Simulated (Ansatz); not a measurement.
`ClB1N[SiH2]1` + H₂Te → `[TeH]B1N[SiH2]1` + HCl at 500 K and 1 bar (ligand exchange at a B–Cl bond).

Gas-phase electronic energies from Ansatz, PBE0-D4/def2-TZVP geometries. CCSD(T)/CBS adds triple-zeta CCSD(T) − MP2 to the extrapolated MP2 energy (def2 sets, frozen cores). This one scheme is used for every species. Elements past krypton have def2 core potentials. For Te outer-core shells are correlated without core-valence functions, which leaves a few kJ/mol of doubt a bond.

```csv
species,CCSD(T)/CBS energy (Eh),H − E (kJ/mol),S (J/(mol·K))
`ClB1N[SiH2]1`,-830.20065,133.5,347.9
H₂Te,-268.91024,48.9,247.6
`[TeH]B1N[SiH2]1`,-638.72259,155.0,388.0
HCl,-460.38127,32.5,201.9
```

H − E and S are ideal-gas, rigid-rotor, harmonic terms from PBE0-D4/def2-TZVP. 1 Eh = 2625.50 kJ/mol, R = 8.31446 J/(mol·K).

By hand: ΔE, ΔH, ΔS and ΔG.

ΔE = (-638.72259) + (-460.38127) − (-830.20065) − (-268.91024) = 0.00703 Eh = 18.5 kJ/mol. Δ(H − E) = 155.0 + 32.5 − 133.5 − 48.9 = 5.1, so ΔH = 23.6 kJ/mol. ΔS = 388.0 + 201.9 − 347.9 − 247.6 = -5.6 J/(mol·K). ΔG = 23.6 − 500 × (-5.6)/1000 = 26.4 kJ/mol.

By hand: the equilibrium constant, and the temperature at which ΔG would vanish if ΔH and ΔS stayed fixed.

log₁₀ K = −ΔG/(RT ln 10) = -2.8. ΔH and −TΔS have one sign here, so there is no such temperature.

The number of gas molecules stays the same, so ΔS is small and ΔH decides. A doubt of 5 kJ/mol in ΔE shifts log₁₀ K by 0.5 here. These are equilibria of isolated gas molecules and say nothing of rates. Largest T1 diagnostic: 0.013 (customary marks: 0.02 for closed shells, 0.045 for open ones).

ΔS is within the doubt of such terms, so its sign, and with it that verdict, could turn.
